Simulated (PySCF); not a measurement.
## Radial density of La(3+) (lanthanum, charge +3)

r2SCAN, [Xe], closed-shell 1S. Computed with PySCF 2.14 in x2c-QZVPPall, with the spin-free X2C one-electron Hamiltonian (Gaussian nucleus).

| r (bohr) | 4πr²ρ (e/bohr) |
| --- | --- |
| 0.0284 | 66.64 |
| 0.0478 | 75.63 |
| 0.0805 | 97.71 |
| 0.135 | 71.67 |
| 0.228 | 83.90 |
| 0.383 | 34.32 |
| 0.644 | 34.24 |
| 1.08 | 11.50 |
| 1.82 | 5.643 |
| 3.06 | 0.4702 |
| 5.16 | 0.0009683 |

Densities and radii are taken from the X2C orbitals without a picture-change correction, which distorts them close to the nucleus.

Spin-orbit coupling, which splits the p, d and f shells strongly at this Z, is absent.
